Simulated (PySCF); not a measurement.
# Gas-phase XPS of `C=CO[SiH2]Cl`, computed

C2H5ClOSi.
SMILES with atom numbers: `[CH2:1]=[CH:2][O:3][SiH2:4][Cl:5]`

Computed, not measured: PySCF, delta-SCF UKS SCAN, pcX-2 on the ionised atom, pcseg-1 elsewhere, spin-free X2C. Binding energies are ΔSCF values: E(core-ionised, relaxed orbitals) − E(ground state) at a fixed geometry, referred to the vacuum level.

What binding energy does each computed site have?

```json
{"atom(s)": "C1", "bonded to": "C (double bond) and 2 H", "level": "C 1s", "binding energy (eV)": "290.31", "2p1/2 (eV)": "–", "above the level's lowest (eV)": "0.00", "count": "1"}
{"atom(s)": "C2", "bonded to": "O, C (double bond) and H", "level": "C 1s", "binding energy (eV)": "292.54", "2p1/2 (eV)": "–", "above the level's lowest (eV)": "+2.23", "count": "1"}
{"atom(s)": "O3", "bonded to": "C and Si", "level": "O 1s", "binding energy (eV)": "539.00", "2p1/2 (eV)": "–", "above the level's lowest (eV)": "0.00", "count": "1"}
{"atom(s)": "Si4", "bonded to": "O, Cl and 2 H", "level": "Si 2p3/2", "binding energy (eV)": "108.59", "2p1/2 (eV)": "109.22", "above the level's lowest (eV)": "0.00", "count": "1"}
{"atom(s)": "Si4", "bonded to": "O, Cl and 2 H", "level": "Si 1s", "binding energy (eV)": "1848.62", "2p1/2 (eV)": "–", "above the level's lowest (eV)": "0.00", "count": "1"}
{"atom(s)": "Cl5", "bonded to": "Si", "level": "Cl 2p3/2", "binding energy (eV)": "206.19", "2p1/2 (eV)": "207.84", "above the level's lowest (eV)": "0.00", "count": "1"}
{"atom(s)": "Cl5", "bonded to": "Si", "level": "Cl 1s", "binding energy (eV)": "2828.78", "2p1/2 (eV)": "–", "above the level's lowest (eV)": "0.00", "count": "1"}
```

Lowest listed C 1s: C1, bonded to C (double bond) and 2 H. Highest, 2.23 eV above it: C2, bonded to O, C (double bond) and H.

Which effective nuclear charge Zeff reproduces each element's mean 1s value in the hydrogen-like formula E = 13.606 eV × Zeff²?

C (Z = 6): mean 291.4 eV, Zeff = 4.63, Z − Zeff = 1.37; O (Z = 8): mean 539.0 eV, Zeff = 6.29, Z − Zeff = 1.71; Si (Z = 14): mean 1848.6 eV, Zeff = 11.66, Z − Zeff = 2.34; Cl (Z = 17): mean 2828.8 eV, Zeff = 14.42, Z − Zeff = 2.58. Means run over the listed sites, weighted by atom count.

Express the binding energy of C 1s of C2 in atomic units and per mole.

292.54 eV = 10.7506 Eh = 28226 kJ/mol.

For 2p shells one spin-free hole was relaxed; a mean-field spin–orbit operator and the ground-state splitting of the three 2p orbitals were then diagonalised within the shell. The shell's mean is (2 × 2p3/2 + 2p1/2)/3, and the degeneracies 2j + 1 give areas of 2:1. 2p1/2 minus 2p3/2 (ligand field included): Si 0.63 eV, Cl 1.65 eV. Isolated species at its PBE0-D3(BJ)/def2-SVP geometry (one conformer only).

Conformer computed: `[CH2:1]=[CH:2][O:3][SiH2:4][Cl:5]`: C1–C2–O3–Si4 19°, C2–O3–Si4–Cl5 -72°.
